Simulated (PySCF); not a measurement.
A GIAO shielding run with PySCF 2.14 (density fitting, non-relativistic, gas phase) on `CCC[P@](=O)([O-])c1ccoc1`, [C₇H₁₀O₃P]-:

```
$ OMP_NUM_THREADS=1 python probes_run.py task.json out

{"job": {"kind": "nmr", "xc": "PBE0", "basis": "pcSseg-1"}, "charge": -1, "multiplicity": 1}
C     -3.181784    -0.260483    -0.041145
C     -2.237499     0.757958    -0.660573
C     -0.843262     0.180886    -0.816847
P     -0.087456    -0.083713     0.882905
O     -0.485548    -1.401186     1.454760
O     -0.259786     1.149539     1.700201
C      1.665720    -0.211839     0.330421
C      2.540342     0.799144    -0.154080
C      3.736541     0.199957    -0.377041
O      3.680704    -1.115245    -0.066964
C      2.415988    -1.342242     0.362919
H     -4.162052     0.176710     0.154375
H     -3.307442    -1.119191    -0.701087
H     -2.749450    -0.605870     0.893684
H     -2.630562     1.101159    -1.629060
H     -2.164408     1.621004     0.005910
H     -0.207963     0.875579    -1.372665
H     -0.866374    -0.769175    -1.354047
H      2.292897     1.831764    -0.300193
H      4.678117     0.570890    -0.738978
H      2.164356    -2.338701     0.665427
```

Hardware: 1 thread of an Arm Neoverse V1, shared host. The job also computes population analyses, field gradients, ring-centre shieldings.

Problem. How large is the calculation?

Solution. 92 electrons, 244 basis functions and 1285 auxiliary functions.

Problem. How long does it take, and how much memory does it need?

Solution. 58 s of wall time, with 15 SCF cycles and 5 response iterations; peak memory 1.1 GiB. Times on a shared host scatter by some tens of per cent.
